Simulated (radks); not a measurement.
Values are calculated unless marked as measured or tabulated.
Dy26+, 40 electrons, occupied as [Kr] 4d4. Code: a radial shooting solver on a logarithmic mesh with Libxc functionals. Model: Dirac Kohn-Sham, BLYP, spin-unpolarised, spherical densities, finite nucleus; open shells fill j = l - 1/2 first; Fermi nuclear charge, rms radius 5.2218 fm.

Radial electron density D(r) = 4 pi r^2 rho(r):

```
   r/bohr * D(r) (the largest magnitude, 116, reaches the edge; | marks zero)
 0.002911 |          *
 0.003731 |               *
 0.004743 |                    *
 0.006078 |                          *
 0.007726 |                                 *
 0.009901 |                                      *
  0.01259 |                                         *
  0.01613 |                                          *
   0.0205 |                                        *
  0.02628 |                                     *
   0.0334 |                                      *
   0.0428 |                                             *
  0.05441 |                                                    *
  0.06973 |                                                      *
  0.08936 |                                               *
   0.1136 |                                        *
   0.1456 |                                            *
   0.1851 |                                                *
   0.2371 |                                     *
   0.3015 |                     *
   0.3863 |                *
   0.4911 |               *
   0.6293 |         *
      0.8 |  *
    1.025 *
    1.303 *
     1.67 *
```

D(r) has 4 maxima, at r = 0.0147, 0.0644, 0.181, 0.450 bohr, and minima at 0.0282, 0.119, 0.380 bohr, inside which lie 2.01, 11.15, 29.37 electrons.
